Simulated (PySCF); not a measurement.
Isomers of C7H5BrO2. Level of theory: PBE0-D3(BJ)/def2-SVP geometry optimisation, gas phase (PySCF 2.14.0). Energies are electronic, without zero-point or thermal terms, for one conformer each. No frequencies were run at this level. Point groups hold within 0.08 Å.

Question: Order them by energy at this level, lowest first, and give relative energies in kcal/mol.
A. `[O:1]=[C:2]([OH:3])[c:4]1[cH:5][cH:6][cH:7][c:8]([Br:9])[cH:10]1` with O1–C2–O3–H 0°, O1–C2–C4–C5 0° (3-bromobenzoic acid)
B. `[O:1]=[C:2]([OH:3])[c:4]1[cH:5][cH:6][c:7]([Br:8])[cH:9][cH:10]1` with O1–C2–O3–H 0°, O1–C2–C4–C5 -1° (4-bromobenzoic acid)

Answer: B (0.0), A (0.5).

Neighbours under 2.5 kcal/mol apart (O=C(O)c1ccc(Br)cc1 and O=C(O)c1cccc(Br)c1) can change places with a better method, another conformer or zero-point energy.

| SMILES | E (Eh) | E rel (kcal/mol) | dipole (D) | point group | A, B, C (MHz) |
| --- | --- | --- | --- | --- | --- |
| O=C(O)c1ccc(Br)cc1 | -2993.01321 | 0.0 | 1.45 | Cs | 3883, 369.5, 337.4 |
| O=C(O)c1cccc(Br)c1 | -2993.01249 | 0.5 | 0.29 | Cs | 2037, 477.5, 386.8 |

Question: As an exercise, what shares would exp(−E/RT) give at 2000 K from these electronic energies alone (no entropy, no degeneracies)?

Answer: RT = 3.974 kcal/mol: O=C(O)c1ccc(Br)cc1 52.8 %, O=C(O)c1cccc(Br)c1 47.2 %.
